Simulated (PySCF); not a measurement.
Below is a simulated gas-phase C 1s photoelectron spectrum of `[C]([Ge@H]1[CH]=CC(=[CH]1)C)#CC`.

Every computed line was given a Gaussian of 0.4 eV full width at half maximum and an area set by the number of equivalent atoms; the highest printed point is 100. Theory: PySCF 2.14.0, delta-SCF UKS SCAN, pcX-2 on the ionised atom, pcseg-1 elsewhere, spin-free X2C.

binding energy (eV), intensity and a bar:
```
    288.6          0 
    288.7          2 #
    288.8          7 ##
    288.9         21 ######
    289.0         43 #############
    289.1         71 #####################
    289.2         94 ############################
    289.3        100 ##############################
    289.4         85 #########################
    289.5         57 #################
    289.6         37 ###########
    289.7         33 ##########
    289.8         41 ############
    289.9         49 ###############
    290.0         54 ################
    290.1         63 ###################
    290.2         76 #######################
    290.3         81 ########################
    290.4         74 ######################
    290.5         63 ###################
    290.6         54 ################
    290.7         44 #############
    290.8         29 #########
    290.9         15 ####
    291.0          6 ##
    291.1          5 ##
    291.2         12 ####
    291.3         26 ########
    291.4         38 ###########
    291.5         39 ############
    291.6         29 #########
    291.7         15 ####
    291.8          6 ##
    291.9          1 
    292.0          0
```

**Question.** Count the maxima, the lines and the sites behind this envelope.

**Answer.** The curve has 3 maxima (at 289.3, 290.3 and 291.5 eV). Under it lie 8 lines from 8 inequivalent carbon sites. At this width some lines have no maximum of their own.

**Question.** Decompose the envelope and assign each component. Numbering: `[CH3:1][C:2]#[C:3][Ge@H:4]1[CH:5]=[CH:6][C:7]([CH3:8])=[CH:9]1`.

**Answer.** 
```json
{"position (eV)": "289.12", "relative area": "1", "line": "C 1s", "atoms": "C9", "environment": "alkene CH carbon"}
{"position (eV)": "289.30", "relative area": "1", "line": "C 1s", "atoms": "C3", "environment": "alkyne carbon"}
{"position (eV)": "289.37", "relative area": "1", "line": "C 1s", "atoms": "C5", "environment": "alkene CH carbon"}
{"position (eV)": "289.87", "relative area": "1", "line": "C 1s", "atoms": "C2", "environment": "alkyne carbon"}
{"position (eV)": "290.22", "relative area": "1", "line": "C 1s", "atoms": "C6", "environment": "alkene CH carbon"}
{"position (eV)": "290.34", "relative area": "1", "line": "C 1s", "atoms": "C7", "environment": "fully substituted alkene carbon"}
{"position (eV)": "290.66", "relative area": "1", "line": "C 1s", "atoms": "C8", "environment": "allylic carbon"}
{"position (eV)": "291.46", "relative area": "1", "line": "C 1s", "atoms": "C1", "environment": "propargylic carbon"}
```

The listed C 1s values span 2.34 eV, from C9 (bonded to C (double bond), H and Ge) to C1 (bonded to C and 3 H). Summing the Pauling electronegativity differences to the bonded atoms, each weighted by its formal bond order, gives -0.89 for the lowest site and -1.05 for the highest; the largest sum, 0.00, belongs to C7, 1.12 eV below the top. The smallest sum, -1.05, belongs to C8, 1.54 eV above the lowest.

Shake-up satellites, vibrational structure and lifetime widths aren't simulated. Spin contamination (⟨S²⟩ against 0.75 for a pure doublet) is marked for C 1s of C2 (0.86), C 1s of C5 (0.86), C 1s of C6 (0.94) and C 1s of C7 (0.94), which makes these values less certain. Isolated species at its PBE0-D3(BJ)/def2-SVP geometry, gas phase.

On one thread of an Arm Neoverse N1, on a shared host, this took 5.5 min wall and 0.68 GiB of memory at its peak.
